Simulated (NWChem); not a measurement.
CH$_{3}$F$_{3}$Si; SMILES FC[SiH](F)F

```xyz
8

F      0.6410    -1.9244     0.0000
C     -0.6057    -1.2947     0.0000
Si    -0.3897     0.5794     0.0000
F      0.4434     1.0258     1.2947
F      0.4434     1.0258    -1.2947
H     -1.1685    -1.6243    -0.8852
H     -1.1685    -1.6243     0.8852
H     -1.6934     1.2819     0.0000
```
Atoms are numbered in this order, from 1.

Program: NWChem. Pople sets run with spherical d functions. Coordinates come from a B3LYP/6-31G* (spherical d) optimisation. Atomic charges in e: unrestrained fits to the electrostatic potential beside Mulliken populations; buried atoms are poorly determined by the fit.

**Question.** What does the run give for Hartree-Fock/6-31G*? Quantities: ESP F1; Mulliken F1; ESP C2; Mulliken C2; ESP Si3; Mulliken Si3; ESP F4; Mulliken F4; ESP F5; Mulliken F5; relative RMS misfit of the potential (%).

**Answer.** 
```yaml
ESP F1: -0.26
Mulliken F1: -0.44
ESP C2: 0.01
Mulliken C2: -0.15
ESP Si3: 1.00
Mulliken Si3: 1.45
ESP F4: -0.35
Mulliken F4: -0.53
ESP F5: -0.35
Mulliken F5: -0.53
relative RMS misfit of the potential (%): 17
```
